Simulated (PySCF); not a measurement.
CH4NO, SMILES NC=[OH+], charge +1. Geometry optimised at PBE-D3(BJ)/def2-TZVP. The isomer is the one that the SMILES or the coordinates give; other isomers of the formula were not compared. The values are those of a single conformer.

Computed equilibrium geometry at PBE-D3(BJ)/def2-TZVP (PySCF confirms it by a frequency run) as Cartesian coordinates in Å, and its point group (one conformer of several):
point group Cs.
```xyz
7

N     -0.1881     1.1186     0.0000
C      0.4328    -0.0274     0.0000
O     -0.1078    -1.2004     0.0000
H     -1.2062     1.2115     0.0000
H      0.3533     1.9845     0.0000
H      1.5272    -0.0399     0.0000
H     -1.0917    -1.2181     0.0000
```
Charge +1, spin multiplicity 1.
